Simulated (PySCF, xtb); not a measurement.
Cd(H)(NH2) (CdH3N), SMILES [NH2][CdH].

xtb 6.7.1 with GFN2-xTB at its own geometry gives an orbital gap of 3.79 eV and a dipole moment of 2.74 D.

Geometry: B3LYP-D3(BJ)/def2-TZVP. The def2 effective core potentials stand for the cores of Cd; spin–orbit coupling is left out.

### Question
What does PySCF with PBE/def2-TZVPD give? (The exact figures need the calculation; the answer reports its results.)

### Answer
gap 4.25 eV (levels -5.40 and -1.15 eV), dipole 0.91 D.
